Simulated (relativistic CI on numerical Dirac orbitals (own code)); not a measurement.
**d7 in a ligand field**

Computed with a parametric ligand-field model of a d^n configuration (Racah B and C, spin-orbit zeta, crystal field), exact diagonalisation.

Field parameters in Wybourne normalisation: Oh B⁴₀ = 21Dq, B⁴₄ = √(5/14) B⁴₀. The field is a parameter set, without covalency, and values of 10Dq over about 45,000 cm⁻¹ lie beyond real compounds.

B = 1130 cm⁻¹, C = 5020 cm⁻¹ (C/B = 4.44), Oh, no spin-orbit coupling. Tanabe-Sugano data, E/B above the lowest term (Δ = |10Dq|; b, c mark the second and third term of a kind):

```
 Δ/B    4T1    4T2     4A2  4T1(b)     2E    2T1    2T2  2T1(b)
 1.0   0.00   0.81    1.81   15.62  17.65  17.91  17.71   22.53
 3.0   0.00   2.49    5.49   16.97  16.85  18.50  18.30   22.92
 5.0   0.00   4.22    9.22   18.44  15.28  18.67  18.68   23.26
 7.0   0.00   6.00   13.00   20.00  13.50  18.68  18.89   23.54
 9.0   0.00   7.82   16.82   21.63  11.63  18.64  19.01   23.77
11.0   0.00   9.66   20.66   23.32   9.73  18.57  19.08   23.96
13.0   0.00  11.53   24.53   25.06   7.81  18.50  19.11   24.12
15.0   0.00  13.42   28.42   26.83   5.87  18.44  19.12   24.25
17.0   0.00  15.32   32.32   28.64   3.92  18.38  19.12   24.36
19.0   0.00  17.23   36.23   30.46   1.96  18.32  19.12   24.45
21.0   0.00  19.16   40.16   32.31   0.00  18.26  19.11   24.53
23.0   1.96  23.05   46.05   36.14   0.00  20.18  21.06   26.56
25.0   3.93  26.96   51.96   39.98   0.00  22.10  23.01   28.58
27.0   5.90  30.87   57.87   43.85   0.00  24.03  24.97   30.60
29.0   7.87  34.80   63.80   47.72   0.00  25.97  26.93   32.62
31.0   9.85  38.73   69.73   51.61   0.00  27.91  28.90   34.63
33.0  11.83  42.67   75.67   55.51   0.00  29.86  30.86   36.65
35.0  13.80  46.61   81.61   59.41   0.00  31.81  32.83   38.66
37.0  15.78  50.55   87.55   63.32   0.00  33.76  34.80   40.66
39.0  17.77  54.51   93.51   67.24   0.00  35.72  36.77   42.67
41.0  19.75  58.46   99.46   71.17   0.00  37.68  38.74   44.67
43.0  21.73  62.42  105.42   75.10   0.00  39.64  40.72   46.68
45.0  23.72  66.38  111.38   79.04   0.00  41.60  42.69   48.68
47.0  25.70  70.34  117.34   82.98   0.00  43.57  44.67   50.68
```

The ground term changes from 4T1 to 2E between Δ/B = 21.0 and 23.0.
